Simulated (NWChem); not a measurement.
Species: GeNH₃, singlet; SMILES [NH2][GeH]

```xyz
5

Ge    -0.0436     0.4133     0.0000
H      1.5549     0.5151     0.0000
N     -0.0147    -1.4008     0.0000
H      0.8127    -1.9880     0.0000
H     -0.8698    -1.9472     0.0000
```
Atoms are numbered in this order, from 1.

Low-valent species are run as closed-shell singlets; no triplet was tried in these runs. The geometry was optimised at PBE0/def2-SVP.

Symmetry labels are those of Cs in the frame above (b1 and b2, or b-type labels, depend on it).

**Question.** List the 6 lowest vertical singlet excitations from PBE/def2-SVP, full TDDFT (NWChem).

**Answer.** 
| state | energy (eV) | oscillator strength | symmetry | leading excitation (squared amplitude) |
|---|---|---|---|---|
| S1 | 3.61 | 0.023 | a" | HOMO → LUMO (0.99) |
| S2 | 5.59 | 0.022 | a' | HOMO−1 → LUMO (0.55) |
| S3 | 5.98 | 0.164 | a' | HOMO → LUMO+1 (0.50) |
| S4 | 6.44 | 0.048 | a" | HOMO−2 → LUMO (0.97) |
| S5 | 6.89 | 0.012 | a" | HOMO−1 → LUMO+1 (0.99) |
| S6 | 7.80 | 0.117 | a' | HOMO → LUMO+2 (0.57) |
